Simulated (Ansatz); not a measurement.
Reaction (redistribution): `P[SiH]1CS1` + `[SiH3]I` → `I[SiH]1CS1` + `[SiH3]P`

Isolated molecules relaxed with PBE0-D4/def2-TZVP in Ansatz; ΔE leaves out vibrations. CBS: MP2 limit from def2 TZ/QZ plus the TZ coupled-cluster correction, frozen cores. This one scheme is used for every species. DFT in def2-TZVPP. B3LYP here is the variant with VWN-RPA as its local correlation; programs differ in this. HSE06 is defined as in plane-wave codes. Elements past krypton have def2 core potentials. For I outer-core shells are correlated without core-valence functions, which leaves a few kJ/mol of doubt a bond. Each species was taken in one conformer, which may not be the lowest.

| level | ΔE (kcal/mol) | difference from CCSD(T)/CBS |
| --- | --- | --- |
| PBE-D4 | 0.1 | -0.3 |
| r2SCAN-D4 | 0.3 | -0.1 |
| HSE06-D4 | 0.4 | 0.0 |
| ωB97X-V | 0.7 | 0.3 |
| BLYP | 0.3 | -0.1 |
| r2SCAN | 0.3 | -0.1 |
| B3LYP | 0.6 | 0.2 |
| HF/def2-SVP | 1.5 | 1.1 |
| CCSD/def2-SVP | 0.8 | 0.4 |
| MP2/def2-TZVPP | 0.4 | 0.0 |
| SCS-MP2/def2-TZVPP | 0.5 | 0.1 |
| CCSD(T)/def2-TZVPP | 0.4 | 0.0 |
| HF/def2-QZVPP | 1.4 | 1.0 |
| HF/CBS(def2) | 1.4 | 1.0 |
| MP2/CBS(def2) | 0.3 | -0.1 |
| CCSD/CBS(def2) | 0.5 | 0.1 |
| CCSD(T)/CBS | 0.4 | 0 |

**Question.** What do rigid-rotor, harmonic-oscillator terms from PBE0-D4/def2-TZVP frequencies (298.15 K, 1 bar) make of the CCSD(T)/CBS value? (Best estimate.)

**Answer.** Ansatz gave: ΔZPE = -0.1 kcal/mol, ΔH = +0.3 kcal/mol, ΔS = 8 J/(mol·K), ΔG = -0.3 kcal/mol.

Largest T1 diagnostic among the species: 0.013.

Leaving LDA and LC-ωPBE aside and taking each functional with its dispersion term where it has one, the values, not all of them listed here, spread over 0.8 kcal/mol, from B97M-V to ωB97X-V. In def2-TZVPP, CCSD(T) changes the Hartree–Fock value by −0.9 kcal/mol (the triples alone add −0.1 kcal/mol) and MP2 by −1.0 kcal/mol.
